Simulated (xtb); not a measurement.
xtb input (GFN1-xTB):

```bash
xtb mol.xyz --gfn 1 --sp --chrg 1 --uhf 0
```
mol.xyz:
```
13

Si     0.14772888    -0.11706233     0.02557506
O     -0.64749018    -1.17593050     0.95385399
N     -1.40149706     0.96059611    -0.23604641
N      1.27810582     0.81888209     0.82603003
N      0.61911677    -0.50669730    -1.53493441
H     -0.26923719    -2.00886887     1.25120982
H     -1.19074010     1.79125610    -0.78957472
H     -2.15203317     0.45436562    -0.70908737
H      1.99468797     1.36310547     0.37214521
H      1.38386905     0.80404353     1.82850887
H      0.06155628    -1.04604748    -2.17967933
H      1.58970226    -0.49188319    -1.80987302
H     -1.77616669     1.27087938     0.66212319
```

End of the output:

```
         :::::::::::::::::::::::::::::::::::::::::::::::::::::
         ::                     SUMMARY                     ::
         :::::::::::::::::::::::::::::::::::::::::::::::::::::
         :: total energy             -20.255777785671 Eh    ::
         :: gradient norm              0.037815895859 Eh/a0 ::
         :: HOMO-LUMO gap              6.660016490518 eV    ::
         ::.................................................::
         :: SCC energy               -20.461988865206 Eh    ::
         :: -> electrostatic           0.145454665476 Eh    ::
         :: repulsion energy           0.210620532791 Eh    ::
         :: dispersion energy         -0.004409453257 Eh    ::
         :: halogen bond corr.         0.000000000000 Eh    ::
         :: add. restraining           0.000000000000 Eh    ::
         :: total charge               1.000000000000 e     ::
         :::::::::::::::::::::::::::::::::::::::::::::::::::::

           -------------------------------------------------
          |                Property Printout                |
           -------------------------------------------------

    * Orbital Energies and Occupations

         #    Occupation            Energy/Eh            Energy/eV
      -------------------------------------------------------------
         1        2.0000           -0.9747649             -26.5247
       ...           ...                  ...                  ...
         4        2.0000           -0.8949238             -24.3521
         5        2.0000           -0.7907349             -21.5170
         6        2.0000           -0.7636169             -20.7791
         7        2.0000           -0.7618680             -20.7315
         8        2.0000           -0.7331555             -19.9502
         9        2.0000           -0.7154745             -19.4691
        10        2.0000           -0.7092479             -19.2996
        11        2.0000           -0.6997380             -19.0408
        12        2.0000           -0.6896590             -18.7666
        13        2.0000           -0.6679142             -18.1749
        14        2.0000           -0.6509916             -17.7144
        15        2.0000           -0.5872074             -15.9787
        16        2.0000           -0.5799702             -15.7818 (HOMO)
Note: The following floating-point exceptions are signalling: IEEE_DENORMAL
normal termination of xtb
        17                         -0.3352191              -9.1218 (LUMO)
        18                         -0.3097473              -8.4287
        19                         -0.2800588              -7.6208
        20                         -0.2723904              -7.4121
        21                         -0.2578086              -7.0153
        22                         -0.2517899              -6.8516
        23                         -0.2351809              -6.3996
        24                         -0.2166123              -5.8943
        25                         -0.1889027              -5.1403
        26                         -0.1482047              -4.0329
        27                         -0.1255482              -3.4163
       ...                                ...                  ...
        41                          1.3787268              37.5171
      -------------------------------------------------------------
                  HL-Gap            0.2447511 Eh            6.6600 eV
             Fermi-level           -0.4575946 Eh          -12.4518 eV

  Mulliken/CM5 charges         n(s)   n(p)   n(d)
     1Si    0.58848  0.63565   0.907  1.347  1.158
     2O    -0.49378 -0.66494   1.650  4.844  0.000
     3N    -0.31564 -0.88021   1.463  3.853  0.000
     4N    -0.45180 -0.87031   1.412  4.040  0.000
     5N    -0.46072 -0.87803   1.415  4.046  0.000
     6H     0.40091  0.57977   0.599  0.000  0.000
     7H     0.24806  0.43663   0.752  0.000  0.000
     8H     0.25850  0.44698   0.741  0.000  0.000
     9H     0.23882  0.43373   0.761  0.000  0.000
    10H     0.24501  0.44009   0.755  0.000  0.000
    11H     0.23914  0.43344   0.761  0.000  0.000
    12H     0.24336  0.43842   0.757  0.000  0.000
    13H     0.25966  0.44879   0.740  0.000  0.000

Wiberg/Mayer (AO) data.
largest (>0.10) Wiberg bond orders for each atom

 ---------------------------------------------------------------------------
     #   Z sym  total        # sym  WBO       # sym  WBO       # sym  WBO
 ---------------------------------------------------------------------------
     1  14 Si   5.068 --     4 N    1.409     2 O    1.394     5 N    1.384
                             3 N    0.669
     2   8 O    2.282 --     1 Si   1.394     6 H    0.804
     3   7 N    3.456 --     7 H    0.916     8 H    0.910    13 H    0.908
                             1 Si   0.669
     4   7 N    3.284 --     1 Si   1.409     9 H    0.900    10 H    0.893
     5   7 N    3.264 --     1 Si   1.384    11 H    0.897    12 H    0.894
     6   1 H    0.843 --     2 O    0.804
     7   1 H    0.947 --     3 N    0.916
     8   1 H    0.937 --     3 N    0.910
     9   1 H    0.942 --     4 N    0.900
    10   1 H    0.941 --     4 N    0.893
    11   1 H    0.942 --     5 N    0.897
    12   1 H    0.941 --     5 N    0.894
    13   1 H    0.939 --     3 N    0.908
 ---------------------------------------------------------------------------

Topologies differ in total number of bonds
Writing topology from bond orders to xtbtopo.mol

 dipole moment from electron density (au)
     X       Y       Z
  -0.5856   0.6789  -0.4306  total (Debye):    2.528

           -------------------------------------------------
          | TOTAL ENERGY              -20.255777785671 Eh   |
          | GRADIENT NORM               0.037815895859 Eh/α |
          | HOMO-LUMO GAP               6.660016490518 eV   |
           -------------------------------------------------

------------------------------------------------------------------------
------------------------------------------------------------------------
 total:
 SCF:
```

It need not be the lowest isomer of its formula.
